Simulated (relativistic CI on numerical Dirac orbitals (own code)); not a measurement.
# Ir+: resonant inelastic scattering at the N6,7 edge

Computed with this model: Dirac-Coulomb-Breit CI, KLI orbitals optimised for each configuration, a model potential for QED, valence Slater integrals scaled by 0.8, Kramers-Heisenberg scattering through one core-hole configuration in a parametric crystal field; configurations [Xe] 4f14 5d8 → [Xe] 4f13 5d9; 300 K; core-hole width 0.3 eV; summed over polarisations. Incident energies are the highest absorption maxima for each field (at most a few, so the weaker spin-orbit partner edge can be absent), on the computed scale of the free ion. Intensities are in per cent of the strongest line above 0.02 eV; levels within 1 cm⁻¹ are merged; final levels count from the ground level, the first row holds all elastic scattering, lines under 0.4 are left out and each table stops after 24 rows. The scale of the Slater integrals is a model choice and moves the terms in proportion. The configuration is assumed, with all valence electrons in the open shell; the free ion's ground configuration is another.

Field parameters in Wybourne normalisation: D3d B²₀ = −7Dσ, B⁴₀ = −14Dq − 21Dτ, B⁴₃ = −14√(10/7) Dq; Oh B⁴₀ = 21Dq, B⁴₄ = √(5/14) B⁴₀; Td as Oh with Dq negative (B⁴₀ = 21Dq, B⁴₄ = √(5/14) B⁴₀). The field is a parameter set, without covalency.

S is read from ⟨S²⟩ = S(S + 1).

D3d, 10Dq = 21900, Dσ = 660, Dτ = 190 cm⁻¹:

| Final level (eV) | Degeneracy | Irrep | S | 59.1 eV | 62 eV |
| --- | --- | --- | --- | --- | --- |
| 0.000 | 2 | E | 0.99 | 624.6 | 143.4 |
| 0.002 | 1 | A1 | 0.99 | 76.9 | 30.2 |
| 1.131 | 2 | E | 0.16 | 28.8 | 2.6 |
| 2.140 | 1 | A1 | 0.22 | 1.0 | 0.2 |
| 2.645 | 2 | E | 0.98 | 74.9 | 11.5 |
| 2.647 | 1 | A2 | 0.98 | 25.2 | 10.1 |
| 2.684 | 2 | E | 0.98 | 58.8 | 12.6 |
| 2.893 | 2 | E | 0.96 | 100.0 | 32.6 |
| 3.016 | 1 | A1 | 0.94 | 53.7 | 15.2 |
| 3.137 | 1 | A2 | 1.00 | 8.2 | 14.4 |
| 3.607 | 1 | A1 | 0.90 | 4.4 | 12.4 |
| 3.710 | 2 | E | 0.96 | 5.7 | 9.8 |
| 3.794 | 1 | A2 | 0.94 | 3.6 | 2.7 |
| 3.855 | 2 | E | 0.88 | 13.2 | 22.8 |
| 3.879 | 1 | A1 | 0.85 | 1.7 | 2.8 |
| 3.984 | 2 | E | 0.91 | 4.9 | 4.4 |
| 4.056 | 1 | A1 | 0.49 | 10.6 | 9.3 |
| 4.172 | 2 | E | 0.48 | 14.8 | 9.0 |
| 4.418 | 1 | A2 | 0.21 | 1.7 | 4.0 |
| 4.646 | 2 | E | 0.14 | 6.9 | 7.5 |
| 5.693 | 1 | A1 | 0.94 | 0.1 | 2.0 |
| 5.843 | 2 | E | 0.98 | 0.2 | 1.3 |
| 6.206 | 1 | A2 | 0.99 | 0.1 | 0.7 |
| 6.264 | 1 | A1 | 0.93 | 0.2 | 1.9 |

Td, 10Dq = -9000 cm⁻¹:

| Final level (eV) | Degeneracy | Irrep | S | 58 eV |
| --- | --- | --- | --- | --- |
| 0.000 | 1 | A1 | 0.99 | 128.2 |
| 0.188 | 3 | T1 | 0.99 | 100.0 |
| 0.395 | 2 | E | 0.96 | 17.4 |
| 0.634 | 3 | T2 | 0.96 | 0.5 |
| 1.434 | 2 | E | 0.50 | 0.4 |
| 1.602 | 3 | T1 | 0.99 | 12.0 |
| 1.854 | 2 | E | 0.95 | 2.3 |
| 2.528 | 3 | T2 | 0.59 | 0.6 |
| 2.813 | 3 | T1 | 0.99 | 2.0 |
| 3.173 | 1 | A1 | 0.46 | 2.3 |
| 3.197 | 3 | T1 | 0.07 | 0.5 |

Oh, 10Dq = 7600 cm⁻¹:

```
Final level (eV)  Degeneracy  Irrep     S  58.1 eV  61 eV
           0.000           3     T2  0.99    467.0   42.7
           0.679           2      E  0.86    100.0    1.6
           0.867           3     T1  0.98     67.0    4.9
           1.117           2      E  0.62     10.2    1.0
           1.150           1     A1  0.91      2.6    0.0
           1.253           3     T2  0.91     31.3   28.5
           1.436           1     A2  1.00      0.6   20.8
           1.765           3     T1  0.99      2.5    4.6
           1.995           3     T2  0.66     14.5   18.7
           2.077           3     T2  0.98      1.4   13.8
           2.469           2      E  0.69      1.5    1.5
           2.791           3     T1  0.51      2.1    1.4
           2.961           3     T1  0.76      2.7    1.4
           3.166           3     T2  0.55      3.4    2.7
           3.759           3     T2  0.30      0.8    1.9
```

For the first field the strongest loss at the lowest incident energy is the level at 2.89 eV (S = 0.96, against 0.99 in the thermal ground state). Levels of other spin, the first over 8 % at 1.13 eV, appear because spin-orbit coupling of the core hole, and in heavier ions of the valence shell too, mixes spins.
